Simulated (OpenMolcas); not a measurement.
Ge III: effect of the basis set

```json
{
  "Program": "OpenMolcas",
  "Method": "CASSCF",
  "Active space": "2 electrons in 4 orbitals (4s 4p)",
  "State averaging": "2S+1 = 3 even, 3 roots; 2S+1 = 1 even, 7 roots; 2S+1 = 3 odd, 3 roots; 2S+1 = 1 odd, 3 roots",
  "Spin-orbit coupling": "state interaction with AMFI integrals over the reference wave functions, term energies averaged over their components"
}
```

A. ANO-RCC-VDZP [5s4p2d], DKH2, point nucleus; cost about 11 core-seconds
B. ANO-R1 [5s4p3d1f], X2C, finite nucleus; cost roughly 7 core-seconds
C. ANO-RCC-VTZP [6s5p3d1f], DKH2, point nucleus; cost roughly 7 core-seconds
D. ANO-RCC-VQZP [7s6p4d2f1g], DKH2, point nucleus; cost of the order of 13 core-seconds
E. ANO-R2 [6s5p4d3f1g], X2C, finite nucleus; cost of the order of 15 core-seconds
F. ANO-R3 [7s6p5d4f2g], X2C, finite nucleus; cost about 22 core-seconds

Energies in cm-1 above 4s2 1S0, the measured ground level; measured values from Sugar and Musgrove, J. Phys. Chem. Ref. Data 22, 1213 (1993).

```tsv
Level	A	B	C	D	E	F	Measured
4s2 1S0	0.0	0.0	0.0	0.0	0.0	0.0	0.0
4s 4p 3P* 0	58612	58190	58094	57936	57947	57890	61734
4s 4p 3P* 1	59384	58944	58753	58604	58604	58555	62500
4s 4p 3P* 2	60994	60520	60123	59994	59971	59941	64144
4s 4p 1P* 1	98484	98820	98492	98196	98315	98164	91873
4p2 3P0	145510	143709	144281	144054	143637	143980	147685
4p2 3P1	146398	144573	145026	144812	144380	144735	148640
4p2 3P2	147807	145956	146248	146053	145600	145973	150372
4p2 1D2	157599	155887	156513	156334	155894	156272	144975
4p2 1S0	179708	178342	179445	179290	178840	179248	174114
```

Deviations, from unrounded energies. A percentage is the sum of absolute deviations over the sum of measured energies, with the sign that they share, or ± where signs differ.

```
           Against measurement  Levels     A     B     C     D     E     F
mean absolute deviation (cm-1)       9  4600  5000  5100  5200  5200  5200
      other configurations (%)       9  ±3.9  ±4.3  ±4.4  ±4.4  ±4.5  ±4.5
```

A lies closest to measurement on these levels and E furthest from it. The largest miss of A in the table is 4p2 1D2, by +13000 cm-1. The ranking rests on the paired levels alone, and a cruder setting can come out closer through cancelling errors.

Among A to F the level of the table that moves most is 4p2 3P2, by 2200 cm-1 (lowest in E, highest in A).

The ¹D term of p² mixes with s d, which this space lacks. Computed and measured levels are paired by configuration, term and J; levels that our copy of the source lacks, or whose pairing is in doubt (as where it misses far off the trend of its configuration), stay unpaired and out of the deviations. Levels of configurations outside the active space are missing.

* marks odd parity.
